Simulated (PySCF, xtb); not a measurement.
Si(CF3)(H)3 (CH3F3Si), SMILES FC(F)(F)[SiH3].

Harmonic wavenumbers (cm⁻¹) from GFN2-xTB (xtb) at its own minimum, in rising order: 76, 189, 189, 385, 448, 448, 561, 561, 658, 733, 733, 767, 1026, 1026, 1141, 2327, 2340, 2341.

Task: What does ωB97X-D3(BJ)/def2-SVP (PySCF 2.14.0) give at its own minimum? (The exact figures need the calculation; the answer reports its results.)

Result: 149, 215, 215, 415, 511, 511, 659, 659, 756, 925, 953, 953, 1190, 1190, 1270, 2292, 2303, 2303. Paired by order, the mean absolute difference is 97 cm⁻¹ and the zero-point energies are 22.8 and 25.0 kcal/mol.
